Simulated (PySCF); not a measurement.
PySCF input file for C5H7F, SMILES C/C=C/C=C\F, PBE-D3(BJ)/def2-SVP. Coordinates come from a PBE-D3(BJ)/def2-SVP optimisation. The structure was generated by enumeration; whether it is a known compound was not checked. Other conformers were not sampled.

```python
import numpy as np
from pyscf import gto, scf, dft, df
from pyscf.hessian import thermo

mol = gto.M(
    atom='''
    C    -0.44346803   -2.90186288    0.00000000
    C     0.42037813   -1.68123934    0.00000000
    C    -0.03210657   -0.40231019    0.00000000
    C     0.82443360    0.76865311    0.00000000
    C     0.38842969    2.04744174   -0.00000000
    F    -0.92093639    2.36058551   -0.00000000
    H    -1.52126250   -2.64438352    0.00000000
    H    -0.24239296   -3.54160118   -0.88744923
    H    -0.24239296   -3.54160118    0.88744923
    H     1.51420980   -1.84773203    0.00000000
    H    -1.12063102   -0.21749976   -0.00000000
    H     1.91730089    0.62556047    0.00000000
    H     1.03759531    2.93789294   -0.00000000
    ''',
    basis='def2-SVP',
    charge=0,
    spin=0,
    max_memory=1600,
    verbose=3,
)
mf = dft.RKS(mol, xc='pbe').density_fit(auxbasis='def2-universal-jkfit')
mf.disp = 'd3bj'
mf.grids.level = 3
mf.conv_tol = 1e-11
mf.max_cycle = 100
mf.kernel()

# [left out here: the lines that compute and print the analytic Hessian (its translational invariance restored by hand, since the grid's response is missing), thermochemistry and intensities]
```

Output:

```
converged SCF energy = -293.979199280624

WARN: DFTD3 does not support analytical Hessian, using finite difference


WARN: Mole.unit (angstrom) is changed to Bohr

Mode                                 0                   1                   2
Irrep
Freq [cm^-1]                      122.4000            131.7863            197.9769
Reduced mass [au]                   1.5975              4.6772              2.3970
Force const [Dyne/A]                0.0141              0.0479              0.0554
Char temp [K]                     176.1063            189.6111            284.8447
Normal mode                   x     y     z       x     y     z       x     y     z
       0   C                 0.00 -0.00 -0.04   -0.09  0.09 -0.00   -0.00  0.00 -0.10
       1   C                -0.00 -0.00 -0.03    0.02  0.01 -0.00   -0.00  0.00  0.12
       2   C                -0.00 -0.00  0.14    0.09  0.04  0.00    0.00  0.00  0.10
       3   C                -0.00 -0.00  0.07    0.09  0.03  0.00    0.00  0.00 -0.02
       4   C                 0.00 -0.00 -0.03   -0.01  0.00 -0.00   -0.00  0.00 -0.12
       5   F                 0.00  0.00 -0.06   -0.04 -0.14 -0.00   -0.00 -0.00  0.05
       6   H                 0.00 -0.00  0.32   -0.07  0.20  0.00   -0.00  0.00 -0.32
       7   H                -0.26  0.20 -0.24   -0.16  0.07 -0.00    0.19  0.06 -0.10
       8   H                 0.26 -0.20 -0.24   -0.16  0.07  0.00   -0.19 -0.06 -0.10
       9   H                -0.00  0.00 -0.23    0.01 -0.07 -0.00   -0.00 -0.00  0.20
      10   H                -0.00 -0.00  0.31    0.10  0.07  0.00    0.00  0.00  0.04
      11   H                -0.00 -0.00  0.04    0.09  0.08  0.00    0.00  0.00 -0.14
      12   H                 0.00 -0.00 -0.10   -0.10  0.07 -0.00   -0.00  0.00 -0.32
Mode                                 3                   4                   5
Irrep
Freq [cm^-1]                      214.1619            295.8011            457.9655
[...]
       4   C                 0.01 -0.02 -0.00    0.05  0.02  0.00    0.11  0.01 -0.00
       5   F                -0.02  0.00 -0.00   -0.04 -0.01 -0.00   -0.07 -0.00  0.00
       6   H                -0.20 -0.40 -0.00    0.09  0.17  0.00   -0.06 -0.09 -0.00
       7   H                 0.02 -0.10  0.05   -0.07 -0.00 -0.04    0.09  0.01  0.03
       8   H                 0.02 -0.10 -0.05   -0.07 -0.00  0.04    0.09  0.01 -0.03
       9   H                 0.14  0.07  0.00   -0.07 -0.13  0.00    0.08  0.28 -0.00
      10   H                 0.00 -0.08 -0.00    0.17  0.34  0.00    0.04  0.33 -0.00
      11   H                -0.06 -0.29 -0.00   -0.17 -0.36  0.00    0.06  0.52 -0.00
      12   H                 0.05 -0.05 -0.00    0.25 -0.13  0.00    0.37 -0.17 -0.00
Mode                                18                  19                  20
Irrep
Freq [cm^-1]                     1250.5544           1270.5713           1340.8261
Reduced mass [au]                   1.2253              1.2955              1.3128
Force const [Dyne/A]                1.1290              1.2322              1.3906
Char temp [K]                    1799.2693           1828.0692           1929.1503
Normal mode                   x     y     z       x     y     z       x     y     z
       0   C                -0.03  0.02  0.00    0.03  0.00  0.00   -0.07 -0.11 -0.00
       1   C                 0.05 -0.06  0.00    0.07  0.00 -0.00    0.04  0.01  0.00
       2   C                -0.02 -0.04 -0.00   -0.10  0.05  0.00   -0.02  0.02 -0.00
       3   C                -0.03 -0.03 -0.00    0.01  0.01  0.00    0.01  0.02  0.00
       4   C                -0.04  0.02 -0.00    0.01 -0.02 -0.00   -0.01 -0.01  0.00
       5   F                 0.05  0.00  0.00   -0.00  0.00 -0.00    0.00 -0.00  0.00
       6   H                -0.04 -0.04 -0.00    0.02 -0.03  0.00    0.06  0.41  0.00
       7   H                 0.11  0.00  0.05   -0.08 -0.08  0.03    0.29  0.36 -0.24
       8   H                 0.11  0.00 -0.05   -0.08 -0.08 -0.03    0.29  0.36  0.24
       9   H                 0.08  0.13 -0.00   -0.04 -0.78  0.00    0.03 -0.09  0.00
      10   H                 0.10  0.66 -0.00   -0.07  0.28 -0.00   -0.03  0.03  0.00
      11   H                -0.04 -0.16 -0.00    0.03  0.16 -0.00    0.00 -0.03  0.00
      12   H                -0.43  0.31 -0.00    0.06 -0.06 -0.00    0.05 -0.05  0.00
Mode                                21                  22                  23
Irrep
Freq [cm^-1]                     1372.8014           1396.0308           1409.4122
Reduced mass [au]                   1.6044              1.0423              1.1142
Force const [Dyne/A]                1.7815              1.1969              1.3040
Char temp [K]                    1975.1556           2008.5775           2027.8304
Normal mode                   x     y     z       x     y     z       x     y     z
       0   C                -0.02  0.04  0.00    0.00  0.00 -0.05    0.05  0.01  0.00
       1   C                 0.01 -0.06  0.00    0.00 -0.00 -0.02    0.01 -0.02  0.00
       2   C                -0.04 -0.02  0.00   -0.00 -0.00 -0.00   -0.02 -0.05 -0.00
       3   C                 0.06  0.09 -0.00    0.00  0.00 -0.00    0.02  0.03  0.00
       4   C                -0.11  0.03 -0.00   -0.00  0.00  0.00   -0.04  0.02  0.00
       5   F                 0.02 -0.01  0.00    0.00 -0.00 -0.00    0.01 -0.01 -0.00
       6   H                 0.01  0.09 -0.00   -0.00 -0.00  0.70   -0.08 -0.47 -0.00
       7   H                 0.13 -0.14  0.15    0.48  0.05  0.04   -0.30  0.34 -0.31
       8   H                 0.13 -0.14 -0.15   -0.48 -0.05  0.04   -0.30  0.34  0.31
       9   H                 0.04  0.09 -0.00    0.00  0.00  0.05    0.02  0.05 -0.00
      10   H                -0.02  0.13 -0.00    0.00  0.00  0.01    0.02  0.14 -0.00
      11   H                 0.01 -0.35 -0.00    0.00 -0.00  0.00    0.01 -0.12  0.00
      12   H                 0.44 -0.35 -0.00    0.00 -0.00 -0.00    0.14 -0.10  0.00
Mode                                24                  25                  26
Irrep
Freq [cm^-1]                     1649.3058           1690.1562           2949.5325
Reduced mass [au]                   6.6860              6.4926              1.0387
Force const [Dyne/A]               10.7157             10.9276              5.3240
Char temp [K]                    2372.9838           2431.7585           4243.7206
Normal mode                   x     y     z       x     y     z       x     y     z
       0   C                -0.01 -0.03  0.00    0.00  0.02 -0.00   -0.02 -0.05  0.00
       1   C                -0.01  0.15  0.00    0.02 -0.13  0.00   -0.00  0.00 -0.00
       2   C                 0.02 -0.11  0.00   -0.01  0.16 -0.00    0.00  0.00  0.00
       3   C                 0.03 -0.13  0.00    0.01 -0.15 -0.00   -0.00 -0.00 -0.00
       4   C                -0.07  0.14 -0.00   -0.05  0.10  0.00   -0.00  0.00 -0.00
       5   F                 0.02 -0.01 -0.00    0.01 -0.01  0.00    0.00 -0.00  0.00
       6   H                 0.01  0.07 -0.00   -0.01 -0.04 -0.00    0.42 -0.11  0.00
       7   H                 0.00 -0.05  0.02    0.01  0.04 -0.02   -0.12  0.35  0.50
       8   H                 0.00 -0.05 -0.02    0.01  0.04  0.02   -0.12  0.35 -0.50
       9   H                -0.07 -0.13  0.00    0.07  0.10 -0.00    0.02 -0.01 -0.00
      10   H                 0.06  0.06 -0.00   -0.07 -0.14  0.00   -0.01 -0.00  0.00
      11   H                 0.07  0.05  0.00    0.06  0.13  0.00    0.00  0.00 -0.00
      12   H                 0.16  0.01  0.00    0.10  0.01  0.00    0.00  0.00 -0.00
Mode                                27                  28                  29
Irrep
Freq [cm^-1]                     3012.3627           3054.0514           3069.0061
Reduced mass [au]                   1.0999              1.0934              1.0985
Force const [Dyne/A]                5.8806              6.0087              6.0959
Char temp [K]                    4334.1192           4394.1000           4415.6164
Normal mode                   x     y     z       x     y     z       x     y     z
       0   C                 0.00  0.00  0.09   -0.05  0.02  0.00    0.06 -0.03 -0.00
       1   C                -0.00 -0.00  0.00    0.06 -0.01  0.00    0.05 -0.01 -0.00
       2   C                -0.00 -0.00  0.00   -0.01  0.00 -0.00   -0.01  0.01  0.00
       3   C                -0.00 -0.00  0.00   -0.00  0.00  0.00    0.00  0.00 -0.00
       4   C                 0.00 -0.00 -0.00    0.00 -0.00  0.00   -0.00 -0.00 -0.00
       5   F                 0.00  0.00 -0.00    0.00  0.00 -0.00    0.00  0.00  0.00
       6   H                -0.00  0.00  0.02    0.53 -0.13 -0.00   -0.64  0.16  0.00
       7   H                 0.13 -0.39 -0.53    0.03 -0.09 -0.14   -0.03  0.13  0.19
       8   H                -0.13  0.39 -0.53    0.03 -0.09  0.14   -0.03  0.13 -0.19
       9   H                 0.00 -0.00 -0.00   -0.73  0.11  0.00   -0.59  0.09 -0.00
      10   H                 0.00  0.00  0.00    0.06 -0.01 -0.00    0.12 -0.02  0.00
      11   H                -0.00 -0.00 -0.00    0.01 -0.00  0.00   -0.00 -0.00 -0.00
      12   H                 0.00 -0.00  0.00   -0.00 -0.00  0.00    0.00  0.00 -0.00
Mode                                30                  31                  32
Irrep
Freq [cm^-1]                     3086.1900           3108.0679           3134.4280
Reduced mass [au]                   1.0895              1.0861              1.0999
Force const [Dyne/A]                6.1142              6.1814              6.3670
Char temp [K]                    4440.3403           4471.8177           4509.7441
Normal mode                   x     y     z       x     y     z       x     y     z
       0   C                -0.00  0.00  0.00    0.00 -0.00 -0.00    0.00  0.00  0.00
       1   C                -0.01 -0.00  0.00   -0.00 -0.00  0.00   -0.00 -0.00  0.00
       2   C                -0.08  0.01 -0.00   -0.01  0.00 -0.00   -0.00  0.00 -0.00
       3   C                 0.01 -0.00  0.00   -0.07  0.01  0.00   -0.03  0.01  0.00
       4   C                -0.00 -0.00  0.00    0.02  0.03  0.00   -0.04 -0.07  0.00
       5   F                 0.00  0.00 -0.00    0.00 -0.00 -0.00   -0.00  0.00 -0.00
       6   H                 0.05 -0.01 -0.00    0.00  0.00 -0.00    0.00  0.00 -0.00
       7   H                 0.00 -0.01 -0.01   -0.00 -0.00 -0.00    0.00 -0.00 -0.00
       8   H                 0.00 -0.01  0.01   -0.00 -0.00  0.00    0.00 -0.00  0.00
       9   H                 0.12 -0.02  0.00    0.03 -0.01  0.00    0.00 -0.00  0.00
      10   H                 0.92 -0.16 -0.00    0.16 -0.03 -0.00    0.03 -0.00 -0.00
      11   H                -0.16  0.02  0.00    0.85 -0.11  0.00    0.38 -0.06  0.00
      12   H                 0.02  0.03  0.00   -0.23 -0.31  0.00    0.50  0.71  0.00
temperature 298.1500 [K]
pressure 101325.00 [Pa]
Rotational constants [GHz] 11.84888 1.46123 1.31153
Symmetry number 1
Zero-point energy (ZPE) 0.10292 [Eh]   270220.231 [J/mol]
                           tot       elec      trans        rot        vib
Entropy [J/mol/K]       339.054      0.000    164.315    113.180     61.559
Cv [J/mol/K]             99.456      0.000     12.472     12.472     74.512
Cp [J/mol/K]            107.770      0.000     20.786     12.472     74.512
Internal energy [J/mol]                      3718.434   3718.434 280793.854
Internal energy [Eh]   -293.86942  -293.97920
Enthalpy [J/mol]                             6197.391   3718.434 280793.854
Enthalpy [Eh]          -293.86847
Gibbs free energy [J/mol]                  -42793.101 -30026.294 262439.987
Gibbs free energy [Eh] -293.90698
mode   freq/cm-1   IR/(km/mol)
   1      122.40         0.803
   2      131.79         2.700
   3      197.98         6.377
   4      214.16         0.316
   5      295.80         0.057
   6      457.97         0.227
   7      480.07         0.743
   8      692.91         6.787
   9      742.24        13.503
  10      811.61        12.618
  11      886.20         0.627
  12      907.96         6.998
  13      976.06        29.188
  14     1006.14         0.257
  15     1011.78        88.968
  16     1089.01         1.262
  17     1154.12         7.794
  18     1205.82        50.385
  19     1250.55        13.162
  20     1270.57         2.370
  21     1340.83         0.933
  22     1372.80         9.963
  23     1396.03         7.736
  24     1409.41        27.854
  25     1649.31        56.593
  26     1690.16        19.900
  27     2949.53        31.131
  28     3012.36        11.984
  29     3054.05         1.800
  30     3069.01        24.383
  31     3086.19        10.100
  32     3108.07         2.941
  33     3134.43        10.543
max |gradient| / (hartree/bohr): 0.0001260651737764923
APT charges: [-0.0082  0.0835 -0.0339 -0.089   0.447  -0.4556 -0.0041 -0.0173 -0.0173
 -0.0027  0.0266  0.0324  0.0386]
```

The calculation finished and met its thresholds.
